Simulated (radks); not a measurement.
Question: F V, 5 electrons, occupied as [He] 2s1 2p1 3s1 (not the ground configuration). All-electron calculation, Dirac Kohn-Sham, PW91, spin-unpolarised, spherical densities, finite nucleus; open shells fill j = l - 1/2 first; Fermi nuclear charge, rms radius 2.8976 fm. Program: a radial shooting solver on a logarithmic mesh with Libxc functionals. Some entries of the table are withheld. Estimate them.

orbital  occ.  eigenvalue (eV)  <1/r> (bohr^-1)
1s1/2       2        -798.4540            8.658
2s1/2       1        -128.5374            1.803
2p1/2       1        -112.3718            1.729
2p3/2       0        -112.2419            1.726
3s1/2       1              (1)           0.6763
3p1/2       0              (2)           0.6465
3p3/2       0              (3)           0.6458
3d3/2       0         -34.9889              (4)
3d5/2       0         -34.9841              (5)
4s1/2       0         -21.1578           0.3585
4f5/2       0              (6)           0.3127
4f7/2       0              (7)           0.3127

Answer: 
(1) 3s1/2 eigenvalue (eV): -44.1728
(2) 3p1/2 eigenvalue (eV): -39.7085
(3) 3p3/2 eigenvalue (eV): -39.6813
(4) 3d3/2 <1/r> (bohr^-1): 0.6083
(5) 3d5/2 <1/r> (bohr^-1): 0.6082
(6) 4f5/2 eigenvalue (eV): -16.8518
(7) 4f7/2 eigenvalue (eV): -16.8512
